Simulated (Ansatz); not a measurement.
`BN=CSC` + `N=CO` → `BOC=N` + `CSC=N`  (ligand exchange at a B–N bond)

Program: Ansatz. Geometries: PBE0-D4/def2-TZVP. ΔE: electronic, gas phase. CBS: MP2 limit from def2 TZ/QZ plus the TZ coupled-cluster correction, frozen cores. This one scheme is used for every species. DFT in def2-TZVPP. B3LYP here is the variant with VWN-RPA as its local correlation; programs differ in this. One conformer a species, not always the lowest.

`BN=CSC`:

Cartesian coordinates in Å:
```
B -0.241 1.936 -0.454
N 0.630 0.989 -0.024
C 1.396 0.094 0.366
S 0.990 -1.593 0.591
C -0.737 -1.589 0.115
H -0.888 2.542 0.353
H -0.341 2.147 -1.630
H 2.442 0.292 0.615
H -1.313 -0.935 0.769
H -1.088 -2.615 0.220
H -0.848 -1.268 -0.921
```

`N=CO`:

Cartesian coordinates in Å:
```
N -0.832 0.617 0.056
C 0.212 -0.028 -0.225
O 0.728 -0.940 0.603
H -1.076 1.264 -0.686
H 0.818 0.054 -1.129
H 0.151 -0.967 1.381
```

`BOC=N`:

Cartesian coordinates in Å:
```
B 0.418 -1.298 -0.611
O -0.568 -0.359 -0.608
C -0.491 0.796 0.096
N -0.001 0.837 1.248
H 1.483 -1.052 -0.133
H 0.147 -2.326 -1.154
H -0.940 1.621 -0.461
H -0.048 1.780 1.622
```

`CSC=N`:

```xyz
9

C     0.847    0.779   -0.891
S     0.799   -0.969   -0.496
C    -0.511   -0.996    0.644
N    -1.156    0.035    0.994
H     1.654    0.912   -1.612
H     1.042    1.362    0.007
H    -0.102    1.093   -1.323
H    -0.694   -2.013    1.008
H    -1.879   -0.203    1.669
```

```tsv
level	ΔE (kJ/mol)
r2SCAN-D4	22.3
B3LYP-D4	17.1
ωB97M-V	7.6
r2SCAN	21.8
B3LYP	15.7
MP2/def2-TZVPP	6.9
CCSD/def2-TZVPP	-0.3
MP2/def2-QZVPP	7.2
```

(1) What does CCSD(T)/CBS give? (Estimate.)

Largest T1 diagnostic among the species: 0.015.

Results:

(1) Computed: +4.2 kJ/mol. The listed levels differ from it by 18.1, 12.9, 3.4, 17.6, 11.5, 2.7, -4.5, 3.0 kJ/mol.

From PBE to PBE0 (25 % exact exchange), in def2-TZVPP and without D4, ΔE moves by −9.1 kJ/mol. In def2-TZVPP, CCSD(T) changes the Hartree–Fock value by +17.6 kJ/mol (the triples alone add +3.4 kJ/mol) and MP2 by +21.4 kJ/mol.
